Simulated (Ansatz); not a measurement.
Stepwise reaction of `C[Si](C)(S)Cl` with hydrogen fluoride, as a gas-phase model of exchange steps in deposition or etching. ΔE in kJ/mol; ΔG adds harmonic PBE0-D4 terms to CCSD(T)/CBS, at 1 bar.

Program: Ansatz. Geometries: PBE0-D4/def2-TZVP. ΔE: electronic, gas phase. CCSD(T)/CBS adds triple-zeta CCSD(T) − MP2 to the extrapolated MP2 energy (def2 sets, frozen cores). This one scheme is used for every species. DFT in def2-TZVPP. B3LYP here is the variant with VWN-RPA as its local correlation; programs differ in this. Each species was taken in one conformer, which may not be the lowest.

```csv
step,reaction,PBE-D4,B3LYP-D4,ωB97M-V,CCSD(T)/CBS,ΔG(500 K)
1,`C[Si](C)(S)Cl` + H–F → `C[Si](F)(S)Cl` + CH₄,-134.6,-146.9,-144.4,-139.1,-133.7
```

**Question.** Give the row of step 2, `C[Si](F)(S)Cl` + H–F → `F[Si](F)(S)Cl` + CH₄. (Estimate.)

**Answer.** Computed: 
```tsv
step	reaction	PBE-D4	B3LYP-D4	ωB97M-V	CCSD(T)/CBS	ΔG(500 K)
2	`C[Si](F)(S)Cl` + H–F → `F[Si](F)(S)Cl` + CH₄	-127.2	-139.7	-137.4	-133.8	-128.3
```

**Question.** By hand: ΔE of the 2 steps together at CCSD(T)/CBS.

**Answer.** (-139.1) + (-133.8) = -272.9 kJ/mol, or -136.4 kJ/mol a step.

In ΔE each step is higher than the one before. All are downhill at CCSD(T)/CBS. ΔG lies between -133.7 and -128.3 kJ/mol a step. PBE-D4 differs from CCSD(T)/CBS by 4.5 to 6.6 kJ/mol a step. Only this route is followed, and other bonds may react first. Isolated molecules leave out the surface, adducts and barriers. Largest T1 diagnostic: 0.011.
